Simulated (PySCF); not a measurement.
# ECD: `InChI=1S/C5H11NOS/c1-4-5(3-6-4)8(2)7/h4-6H,3H2,1-2H3/t4-,5-,8-/m1/s1`

Geometry:
```csv
atom,x (Å),y (Å),z (Å)
C1,-1.137,-1.484,0.567
C2,-1.086,-0.393,-0.489
N3,-1.914,0.772,-0.161
C4,-0.850,1.697,-0.553
C5,0.140,0.532,-0.539
S6,1.139,0.569,1.027
C7,2.383,-0.677,0.456
O8,1.837,1.853,0.994
H9,-0.407,-2.261,0.356
H10,-2.127,-1.934,0.575
H11,-0.945,-1.060,1.548
H12,-1.296,-0.827,-1.480
H13,-2.800,0.860,-0.642
H14,-0.665,2.481,0.185
H15,-0.967,2.155,-1.542
H16,0.814,0.444,-1.388
H17,3.070,-0.858,1.277
H18,1.873,-1.593,0.187
H19,2.927,-0.267,-0.388
```

The calculation used TDDFT CAM-B3LYP/def2-SVPD circular dichroism and optical rotation, one conformer, gas phase in PySCF. Geometry: GFN2-xTB.

The molecule is flexible and this is one conformer; a measurement averages over conformers.

(1) Assign R or S to each stereocentre.

(2) Which excitations and rotatory strengths does the calculation give?

Results:

(1) C2 R, C5 R, S6 R.

(2) Rotatory strengths R in 10⁻⁴⁰ esu² cm², velocity form and length form (origin at the centre of mass); f in length form.
| state | E (eV) | λ (nm) | f | R (velocity) | R (length) | main |
| --- | --- | --- | --- | --- | --- | --- |
| 1 | 5.87 | 211 | 0.056 | -8.4 | -7.0 | HOMO→LUMO+1 0.62, HOMO→LUMO+4 0.10 |
| 2 | 5.94 | 209 | 0.008 | -5.1 | -5.7 | HOMO→LUMO+2 0.55, HOMO→LUMO+3 0.09 |
| 3 | 6.11 | 203 | 0.001 | +3.7 | +2.7 | HOMO→LUMO 0.26, HOMO−1→LUMO 0.25 |
| 4 | 6.62 | 187 | 0.004 | +15.0 | +15.1 | HOMO→LUMO 0.50, HOMO→LUMO+4 0.10 |
| 5 | 6.84 | 181 | 0.027 | -43.8 | -46.0 | HOMO→LUMO+3 0.48, HOMO→LUMO+1 0.11 |
| 6 | 6.91 | 179 | 0.012 | +26.4 | +26.9 | HOMO−1→LUMO 0.26, HOMO−1→LUMO+2 0.13 |
| 7 | 7.06 | 176 | 0.001 | -10.3 | -10.8 | HOMO−2→LUMO+2 0.56, HOMO−2→LUMO+3 0.12 |
| 8 | 7.13 | 174 | 0.013 | +15.7 | +14.5 | HOMO−2→LUMO+1 0.30, HOMO→LUMO+5 0.21 |

Among the states computed, the strongest CD band (largest |R|) is state 5. The largest dissymmetry factor in size, g = 4R/(D+G), with D and G the electric and magnetic dipole strengths, is +0.046 for state 3 (velocity form, f = 0.0008), among bands with |R| over 0.5. The mirror image has the same energies and oscillator strengths and all R with the opposite sign.
